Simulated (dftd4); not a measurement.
C$_{3}$H$_{4}$N, charge +1, singlet, geometry from GFN2-xTB; D4 for hf (dftd4).

dftd4 was given this input:
```
$ dftd4 mol.xyz --func hf --charge 1 --json dftd4.json --noedisp

# file mol.xyz
8

C     -0.13930086    -1.72220304    -0.00331162
C      0.57724377    -0.58890365     0.00775267
C      0.02427587     0.66938864     0.00086248
H     -1.21884580    -1.72593657    -0.01866445
H      0.35480287    -2.68162891     0.00297254
H      1.66504596    -0.59122777     0.02321822
N     -0.40145166     1.73938060    -0.00436401
H     -0.76415412     2.67343734    -0.00879940
```

The log (banner, timings and long lists left out):

```
                    ____  _____ _____     ____  _  _
      -------------|  _ \|  ___|_   _|---|  _ \| || |------------
     |             | | | | |_    | | ___ | | | | || |_           |
     |             | |_| |  _|   | ||___|| |_| |__   _|          |
     |             |____/|_|     |_|     |____/   |_|            |
     |             ===================================           |
     |            E. Caldeweyher, S. Ehlert & S. Grimme          |
     |          Mulliken Center for Theoretical Chemistry        |
     |                    University of Bonn                     |
      -----------------------------------------------------------

Rational (Becke-Johnson) damping: hf-D4-ATM
---------------------
  s6         1.0000
  s8         1.6168
  s9         1.0000
  a1         0.4496
  a2         3.3574
 alp        16.0000
--------------------

Dispersion energy:      -1.4142732668814E-02 Eh

[Info] JSON dump of results written to 'dftd4.json'
```
